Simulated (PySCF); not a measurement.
**HgI⁺: one state, many levels of theory**

State: ¹Σ⁺ (singlet), closed shell. Set-up: PySCF, scalar-relativistic core potentials, basis sets Hg def2-SVP with ECP60, I def2-SVP with ECP28. De refers to Hg⁺ + I in their high-spin ground configurations, without counterpoise correction. A positive dipole points towards I; it is taken about the centre of mass and depends on that origin.

```csv
Level,Re (Å),ωe (cm⁻¹),De (eV),μ (D)
RHF,2.620,190,0.438,-4.25
RHF-MP2,2.593,189,1.73,n/a
RHF-SCS-MP2,2.613,182,1.61,n/a
RHF-CCSD,2.623,181,1.59,n/a
RHF-CCSD(T),2.629,177,1.73,n/a
PBE,2.626,174,2.26,-1.89
PBEsol,2.591,185,2.48,-1.86
PW91,2.624,175,2.30,-1.85
r²SCAN,2.598,185,2.06,-2.36
PBE0,2.600,186,1.92,-2.50
MN15,2.598,183,2.04,-1.83
```

Problem. Which functional lies closest to RHF-CCSD(T) in De, which farthest, and by how much do they differ from it?

Solution. Closest is PBE0 (-2.9 pm in Re, +5.1 % in ωe, +0.19 eV in De against RHF-CCSD(T) in the same basis), farthest PBEsol (-3.8 pm in Re, +4.5 % in ωe, +0.75 eV in De). CCSD(T) converges more slowly with the basis than the functionals do and binds too weakly in this one, so the order can change at the basis-set limit.

Problem. What does a quarter of exact exchange do here, going from PBE to PBE0?

Solution. PBE0 less PBE: -2.6 pm in Re, +6.9 % in ωe, -0.34 eV in De. Exact exchange removes part of the self-interaction that spreads semilocal densities, and in most molecules shortens and stiffens the bond and lowers De; so it does here.

Problem. What does the step from GGA to meta-GGA do here, going from PBE to r²SCAN?

Solution. r²SCAN less PBE: -2.8 pm in Re, +6.3 % in ωe, -0.20 eV in De. 

Correlated steps freeze 4 core orbitals. Correlated levels converge slowly with the basis: in double zeta they bind strong bonds too weakly, by up to about 1 eV, and carry superposition errors of some tenths. Spin–orbit coupling is left out, which matters for elements this heavy, above all for dissociation energies. For an ion De counts to the pair picked by the measured ionisation energies or electron affinities, which need not be the lowest pair at this level. Where the molecule has an RHF reference, its open-shell atoms are computed with UHF.
